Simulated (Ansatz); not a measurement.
This geometry of AlClH$_{2}$O$_{2}$ (6 atoms, charge 0, multiplicity 1) is a first-order saddle point.

These are results of RKS BLYP/def2-SVP in Ansatz 0.2.0, not measurements.

```xyz
6
Properties=species:S:1:pos:R:3
O -0.130 1.157 -1.175
Al -0.064 -0.183 -0.133
O 0.980 -0.129 1.223
Cl -1.152 -1.948 -0.574
H -0.705 1.935 -1.193
H 1.112 -0.896 1.805
```

Task: Which two structures does it join? (They come from a converged band through this point; their orientation in space is the band's.)

Result: No bond is made or broken. The dihedral H5–O1–Al2–Cl4 goes from 0 to 180°.

Image 0:

```xyz
6
Properties=species:S:1:pos:R:3
O -0.159 1.401 -0.846
Al -0.056 -0.101 -0.039
O 1.058 -0.178 1.253
Cl -1.239 -1.768 -0.609
H -0.759 1.561 -1.593
H 1.197 -0.977 1.788
```

Image 8:

```xyz
6
Properties=species:S:1:pos:R:3
O -0.565 1.091 -1.162
Al -0.199 -0.229 -0.141
O 0.967 -0.062 1.101
Cl -1.240 -2.033 -0.489
H -0.126 1.953 -1.061
H 1.207 -0.784 1.706
```

Task: How far does it lie above each of them?

Result: 9.2 kJ/mol above the first and 10.5 kJ/mol above the second. This is the barrier of this one path; another mechanism may lie lower.

The run took 110 s on 1 thread of Arm Neoverse V2 (shared host), peak memory 0.12 GiB.
